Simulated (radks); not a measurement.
All-electron atom: Ti in [Ar] 3d2 4s2. Calculated with a radial shooting solver on a logarithmic mesh with Libxc functionals: scalar-relativistic Kohn-Sham, PBE, spin-polarised, spherical densities, finite nucleus; open shells are filled with parallel spins first; Fermi nuclear charge, rms radius 3.5921 fm; hard spherical wall at 3.5 bohr.

Normalised radial functions P(r) = r R(r), r in bohr:

```
   r/bohr * 3s up, o 3s down, + 3d down (the largest magnitude, 1.1, reaches the edge; | marks zero, & curves that meet)
 0.002572                             +&
 0.003243                             + &
  0.00409                             + &
 0.005158                             +  &
 0.006505                             +  &
 0.008203                             +   &
  0.01035                             +   &
  0.01305                             +    &
  0.01645                             +     &
  0.02092                             +      &
  0.02638                             +       &
  0.03327                             +       &
  0.04195                             +       &
  0.05291                             +      &
  0.06672                             +    &
  0.08414                             |&
   0.1061                          &  |+
   0.1338                     &       | +
   0.1701                 &           |  +
   0.2145               &             |   +
   0.2706                &            |     +
   0.3412                      *o     |        +
   0.4303                             |  &        +
   0.5427                             |             *&
   0.6844                             |                 +    &
   0.8631                             |                  +       &
    1.088                             |                   +   &
    1.384                             |                &+
    1.745                             |         &     +
    2.201                             |    &      +
    2.775                             | &    +
      3.5                             &
```

3s up: eigenvalue -52.770 eV, 2 radial nodes at r = 0.0913, 0.401 bohr, <r> = 1.02 bohr, 90 % of the charge inside 1.53 bohr. 3s down: eigenvalue -50.937 eV, 2 radial nodes at r = 0.0913, 0.401 bohr, <r> = 1.02 bohr, 90 % of the charge inside 1.53 bohr. 3d down (empty): eigenvalue 7.105 eV, 0 radial nodes, <r> = 1.38 bohr, 90 % of the charge inside 2.28 bohr.
